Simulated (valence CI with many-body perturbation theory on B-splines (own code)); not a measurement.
Ni14+: what the settings do

Computed by relativistic CI+MBPT: four valence electrons over a frozen Dirac-Fock core [Ne], radial functions for each j: 6 s, 6 p, 5 d, 3 f, 1 g, with the one-electron correlation potential Σ1 (screened to all orders), the two-electron term Σ2, the three-electron term Σ3, Breit, model QED; selected single and double excitations, second order for the rest, scaled by the run's own slope (own B-spline code, finite nucleus).

No measured levels were compared; by estimate levels of excited configurations hold to 0.05 to 0.15 % of their energy, terms of the ground configuration to about 0.5 %.

The reference run has the lowest level 3s²3p² ³P_0 and an ionisation energy of 462.086 eV. Its largest variational space holds 10000 state functions.

Names give the largest LS component (configuration and term), which can be under half, so a name can repeat, a term be missing and a line seem to break the LS rules; names also repeat where a configuration has a term twice.

Changed runs:
A. hole-hole ladder in Σ2 on → off; scale of Σ2 1 → 1.2
B. scale of Σ1 1 → 0
C. screening of Σ1 on → off
D. highest l in the core sums 6 → 2 (bad on purpose)

Excitation energies of the reference run in cm⁻¹, and shifts in cm⁻¹:

```tsv
Level	Reference	A	B	C	D
3s²3p² ³P_1	14896	+7.7	-90	+0.5	-3.4
3s²3p² ³P_2	27411	+8.2	-130	+0.7	+16
3s²3p² ¹D_2	63105	+1.3	-206	+1.3	+99
3s²3p² ¹S_0	112199	-19	-223	+1.1	+227
3s3p³ ⁵S°_2	254266	+215	+652	-23	-209
3s3p³ ³D°_1	335395	+112	+610	-15	+372
3s3p³ ³D°_2	335700	+112	+603	-15	+360
3s3p³ ³D°_3	340781	+119	+563	-15	+349
3s3p³ ³P°_0	384288	+31	+541	-15	+430
3s3p³ ³P°_1	385694	+29	+529	-15	+437
3s3p³ ³P°_2	386802	+29	+521	-13	+539
3s3p³ ¹D°_2	422972	-109	+505	+4.8	+1508
Ionisation energy (eV)	462.086	-0.050	-0.686	+0.009	+0.117
```
